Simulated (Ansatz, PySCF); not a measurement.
F3Re, SMILES [Re]([F])([F])[F] (connectivity only; charge and spin as stated), neutral, multiplicity 5. Atoms are numbered in the order given.

```xyz
4

Re     0.0000     0.0000    -0.0596
F      0.0000     1.2780     1.3343
F      0.0000     0.0000    -1.9496
F      0.0000    -1.2780     1.3343
```
Charge 0, spin multiplicity 5.

Geometry: B3LYP-D3(BJ)/def2-TZVP. The multiplicity is an assumed one; other spin states were not compared. The def2 effective core potentials stand for the cores of Re; spin–orbit coupling is left out.

Two levels are set side by side: PBE-D3(BJ)/def2-TZVP (Ansatz, a quantum-chemistry and plane-wave program) and B3LYP-D3(BJ)/def2-TZVP (Ansatz). Each level has its own optimised geometry; the coordinates shown are those of the second. Frequencies come from the Hessian of PySCF at each geometry. Differences are taken from unrounded values.

| quantity | B3LYP-D3(BJ) | PBE-D3(BJ) | PBE-D3(BJ) minus B3LYP-D3(BJ) |
|---|---|---|---|
| mean bond length (Å) | 1.891 | 1.893 | 0.002 |
| bond Re1–F2 (Å) | 1.891 | 1.895 | 0.004 |
| bond Re1–F3 (Å) | 1.890 | 1.889 | -0.001 |
| bond Re1–F4 (Å) | 1.891 | 1.895 | 0.004 |
| highest harmonic wavenumber (cm⁻¹) | 677 | 662 | -15 |
| mean harmonic wavenumber (cm⁻¹) | 411 | 406 | -5 |
| zero-point energy (kcal/mol) | 3.52 | 3.48 | -0.05 |
